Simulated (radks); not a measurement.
Question: These are the eigenvalues of the occupied orbitals of an atom or ion with whole-number occupations (eV). Method: scalar-relativistic Kohn-Sham, r2SCAN, spin-polarised, spherical densities, finite nucleus; meta-GGA in the generalised Kohn-Sham scheme; Fermi nuclear charge, rms radius of each element as measured or else 0.836 A^(1/3) + 0.57 fm; computed with a radial shooting solver on a logarithmic mesh with Libxc functionals.

1s up: -71536.34
1s down: -71530.85
2s up: -15575.85
2s down: -15572.59
2p up: -14165.92
2p down: -14160.54
3s up: -6085.879
3s down: -6072.072
3p up: -5661.813
3p down: -5647.786
5d up: -1784.913

Which element is it, and in what charge state? The configuration may be excited. Open shells, if any, are filled with parallel spins first.

Answer: Z = 73, tantalum, charge +55: Ta55+ in [Ne] 3s2 3p5 5d1. The list shows which subshells hold electrons but not how many an open one holds; the 1s level, -2628.9 hartree, gives Z - s = 72.5 by -(Z - s)^2/2, which with screening and relativity narrows Z to a few neighbours, and the depths of the outer levels then fix element, charge and occupations together.
